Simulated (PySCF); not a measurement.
Molecule: SMILES FC(F)(F)c1cccc(C(F)(F)F)c1. Atoms near the plane z = 0.0 Å, at the GFN2-xTB optimised geometry (x, y, z in Å): C10 (0.7, 1.6, 0.0), F11 (2.1, 1.6, 0.0), F12 (0.4, 2.8, 0.0), C14 (-0.1, -0.5, 1.0), H18 (0.0, -1.0, 0.1).

Level of theory: PBE0/def2-SVP in PySCF. Cells within 0.4 Å of a nucleus heavier than hydrogen are left out (blank, or x). The values are rescaled to run from 0 to 1.

```
|0000000000000000000000000|
|0000000000000000000000000|
|0000000000001110000000000|
|0000000000024553000000000|
|0000000000368886000000000|
|000000000048xx85002000000|
|0000000000368x71166300000|
|0000000000014753688510000|
|0000000000003xx67x8610000|
|00000000000143x57x8610000|
|0000000000002432587410000|
|0000000001000000144200000|
|0000000011111000000000000|
|0000000011488720000000000|
|0000000001799981000000000|
|0000000001799992000000000|
|0000000000399971000000000|
|0000000100000000000000000|
|0000001320000000000000000|
|0000002330011100000000000|
|0000001220023200000000000|
|0000000000022100000000000|
|0000000000000000000000000|
|0000000000000000000000000|
|0000000000000000000000000|
```
Scale: ten equal steps from 0.000 (start of '0') to 1.00 (end of '9'), in the order '0123456789'; x runs from -5.00 to 5.00, y from -5.00 (bottom) to 5.00 (top).

Problem. Which quantity is mapped?
(A) electrostatic potential
(B) an orbital amplitude
(C) electron localisation function
(D) Laplacian of the electron density

Solution. C, electron localisation function
